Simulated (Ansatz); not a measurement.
Reaction (redistribution): `C[S][Ge][OH]` + `F[Si]1(Cl)BN1` → `C[S][Ge][F]` + `O[Si]1(Cl)BN1`

Calculated with Ansatz (gas phase, PBE0-D4/def2-TZVP geometries, no zero-point term in ΔE). CBS: MP2 limit from def2 TZ/QZ plus the TZ coupled-cluster correction, frozen cores. DFT in def2-TZVPP. For Ge outer-core shells are correlated without core-valence functions, which leaves a few kJ/mol of doubt a bond. Scalar relativity is left out up to krypton. One conformer a species, not always the lowest.

`C[S][Ge][OH]`:

Z-matrix (Å, degrees):
```
C
S 1 1.814
H 1 1.089 2 109.2
H 1 1.089 2 109.2 3 119.5
H 1 1.092 2 111.2 3 -120.2
Ge 2 2.238 1 100.3 3 120.3
O 6 1.785 2 98.5 1 -180.0
H 7 0.962 6 116.6 2 0.0
```

`F[Si]1(Cl)BN1`:

Cartesian coordinates in Å:
```
F -1.165 1.257 -1.410
Si -0.554 0.690 -0.057
Cl -2.025 0.962 1.324
B 1.190 -0.013 0.190
N 0.140 -0.878 -0.149
H 2.349 -0.142 0.404
H 0.065 -1.875 -0.302
```

`C[S][Ge][F]`:

```xyz
7

C     0.457   -0.013   -0.795
S    -1.280    0.401   -0.484
Ge   -1.601    0.191    1.707
F     0.033   -0.301    2.175
H     0.491   -0.854   -1.486
H     0.940    0.850   -1.251
H     0.960   -0.273    0.134
```

`O[Si]1(Cl)BN1`:

```xyz
8

O     0.820   -0.316    1.708
Si   -0.254   -0.199    0.485
Cl   -1.451   -1.870    0.609
B    -0.447    1.232   -0.745
N     0.357    0.138   -1.092
H     0.811   -1.131    2.215
H    -0.747    2.250   -1.278
H     0.911   -0.103   -1.903
```

| level | ΔE (eV) |
| --- | --- |
| PBE0-D4 | 0.04 |
| B2PLYP | 0.05 |
| r2SCAN | 0.04 |
| HF/def2-TZVPP | 0.07 |
| MP2/def2-TZVPP | 0.11 |
| CCSD/def2-TZVPP | 0.09 |
| HF/CBS(def2) | 0.07 |
| CCSD/CBS(def2) | 0.09 |

Question: What does CCSD(T)/CBS give? (Estimate.)

Answer: Ansatz gave: +0.09 eV. The listed levels differ from it by -0.05, -0.04, -0.05, -0.02, 0.02, 0.00, -0.02, 0.00 eV.

Largest T1 diagnostic among the species: 0.015.
